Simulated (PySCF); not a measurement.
(3Z)-3-methylpenta-1,3-diene (C6H10), SMILES C=C/C(C)=C\C.

Geometry: PBE0-D3(BJ)/def2-SVP. Other conformers were not sampled.

These are PBE0-D3(BJ)/def2-SVP (PySCF) values and carry that method's errors.

Harmonic, unscaled wavenumbers; measured fundamentals usually lie a few per cent lower.

Computed harmonic wavenumbers and intensities:
```json
[
 {"mode": "1", "ν (cm⁻¹)": "113", "IR (km/mol)": "0.8", "moving atoms (share of kinetic energy)": "H 85 %, C 15 %"},
 {"mode": "2", "ν (cm⁻¹)": "145", "IR (km/mol)": "0.2", "moving atoms (share of kinetic energy)": "H 58 %, C 42 %"},
 {"mode": "3", "ν (cm⁻¹)": "208", "IR (km/mol)": "1.3", "moving atoms (share of kinetic energy)": "H 82 %, C 18 %"},
 {"mode": "4", "ν (cm⁻¹)": "244", "IR (km/mol)": "0.1", "moving atoms (share of kinetic energy)": "C 71 %, H 29 %"},
 {"mode": "5", "ν (cm⁻¹)": "263", "IR (km/mol)": "1.3", "moving atoms (share of kinetic energy)": "H 55 %, C 45 %"},
 {"mode": "6", "ν (cm⁻¹)": "325", "IR (km/mol)": "0.8", "moving atoms (share of kinetic energy)": "C 67 %, H 33 %"},
 {"mode": "7", "ν (cm⁻¹)": "406", "IR (km/mol)": "4.9", "moving atoms (share of kinetic energy)": "H 56 %, C 44 %"},
 {"mode": "8", "ν (cm⁻¹)": "478", "IR (km/mol)": "1.4", "moving atoms (share of kinetic energy)": "C 67 %, H 33 %"},
 {"mode": "9", "ν (cm⁻¹)": "570", "IR (km/mol)": "3.8", "moving atoms (share of kinetic energy)": "C 69 %, H 31 %"},
 {"mode": "10", "ν (cm⁻¹)": "721", "IR (km/mol)": "3.9", "moving atoms (share of kinetic energy)": "H 53 %, C 47 %"},
 {"mode": "11", "ν (cm⁻¹)": "772", "IR (km/mol)": "5.7", "moving atoms (share of kinetic energy)": "C 67 %, H 33 %"},
 {"mode": "12", "ν (cm⁻¹)": "851", "IR (km/mol)": "5.1", "moving atoms (share of kinetic energy)": "H 87 %, C 13 %"},
 {"mode": "13", "ν (cm⁻¹)": "931", "IR (km/mol)": "45.7", "moving atoms (share of kinetic energy)": "H 72 %, C 28 %"},
 {"mode": "14", "ν (cm⁻¹)": "945", "IR (km/mol)": "4.5", "moving atoms (share of kinetic energy)": "H 67 %, C 33 %"},
 {"mode": "15", "ν (cm⁻¹)": "1025", "IR (km/mol)": "4.9", "moving atoms (share of kinetic energy)": "H 67 %, C 33 %"},
 {"mode": "16", "ν (cm⁻¹)": "1028", "IR (km/mol)": "8.8", "moving atoms (share of kinetic energy)": "H 86 %, C 14 %"},
 {"mode": "17", "ν (cm⁻¹)": "1042", "IR (km/mol)": "0.2", "moving atoms (share of kinetic energy)": "H 65 %, C 35 %"},
 {"mode": "18", "ν (cm⁻¹)": "1051", "IR (km/mol)": "8.3", "moving atoms (share of kinetic energy)": "H 63 %, C 37 %"},
 {"mode": "19", "ν (cm⁻¹)": "1057", "IR (km/mol)": "1.6", "moving atoms (share of kinetic energy)": "H 60 %, C 40 %"},
 {"mode": "20", "ν (cm⁻¹)": "1137", "IR (km/mol)": "9.4", "moving atoms (share of kinetic energy)": "C 64 %, H 36 %"},
 {"mode": "21", "ν (cm⁻¹)": "1272", "IR (km/mol)": "4.1", "moving atoms (share of kinetic energy)": "H 53 %, C 47 %"},
 {"mode": "22", "ν (cm⁻¹)": "1312", "IR (km/mol)": "0.6", "moving atoms (share of kinetic energy)": "H 79 %, C 21 %"},
 {"mode": "23", "ν (cm⁻¹)": "1365", "IR (km/mol)": "0.0", "moving atoms (share of kinetic energy)": "H 74 %, C 26 %"},
 {"mode": "24", "ν (cm⁻¹)": "1391", "IR (km/mol)": "5.7", "moving atoms (share of kinetic energy)": "H 74 %, C 26 %"},
 {"mode": "25", "ν (cm⁻¹)": "1403", "IR (km/mol)": "2.8", "moving atoms (share of kinetic energy)": "H 67 %, C 33 %"},
 {"mode": "26", "ν (cm⁻¹)": "1439", "IR (km/mol)": "5.5", "moving atoms (share of kinetic energy)": "H 72 %, C 28 %"},
 {"mode": "27", "ν (cm⁻¹)": "1448", "IR (km/mol)": "6.4", "moving atoms (share of kinetic energy)": "H 96 %"},
 {"mode": "28", "ν (cm⁻¹)": "1449", "IR (km/mol)": "10.9", "moving atoms (share of kinetic energy)": "H 97 %"},
 {"mode": "29", "ν (cm⁻¹)": "1455", "IR (km/mol)": "11.3", "moving atoms (share of kinetic energy)": "H 91 %, C 9 %"},
 {"mode": "30", "ν (cm⁻¹)": "1474", "IR (km/mol)": "7.5", "moving atoms (share of kinetic energy)": "H 87 %, C 13 %"},
 {"mode": "31", "ν (cm⁻¹)": "1697", "IR (km/mol)": "7.6", "moving atoms (share of kinetic energy)": "C 88 %, H 12 %"},
 {"mode": "32", "ν (cm⁻¹)": "1750", "IR (km/mol)": "12.0", "moving atoms (share of kinetic energy)": "C 92 %"},
 {"mode": "33", "ν (cm⁻¹)": "3046", "IR (km/mol)": "25.3", "moving atoms (share of kinetic energy)": "H 97 %"},
 {"mode": "34", "ν (cm⁻¹)": "3047", "IR (km/mol)": "21.9", "moving atoms (share of kinetic energy)": "H 97 %"},
 {"mode": "35", "ν (cm⁻¹)": "3113", "IR (km/mol)": "10.6", "moving atoms (share of kinetic energy)": "H 91 %, C 9 %"},
 {"mode": "36", "ν (cm⁻¹)": "3125", "IR (km/mol)": "11.1", "moving atoms (share of kinetic energy)": "H 91 %, C 9 %"},
 {"mode": "37", "ν (cm⁻¹)": "3157", "IR (km/mol)": "3.9", "moving atoms (share of kinetic energy)": "H 92 %, C 8 %"},
 {"mode": "38", "ν (cm⁻¹)": "3166", "IR (km/mol)": "9.7", "moving atoms (share of kinetic energy)": "H 91 %, C 9 %"},
 {"mode": "39", "ν (cm⁻¹)": "3171", "IR (km/mol)": "5.6", "moving atoms (share of kinetic energy)": "H 94 %"},
 {"mode": "40", "ν (cm⁻¹)": "3177", "IR (km/mol)": "15.2", "moving atoms (share of kinetic energy)": "H 91 %, C 9 %"},
 {"mode": "41", "ν (cm⁻¹)": "3198", "IR (km/mol)": "11.3", "moving atoms (share of kinetic energy)": "H 92 %, C 8 %"},
 {"mode": "42", "ν (cm⁻¹)": "3271", "IR (km/mol)": "6.8", "moving atoms (share of kinetic energy)": "H 89 %, C 11 %"}
]
```
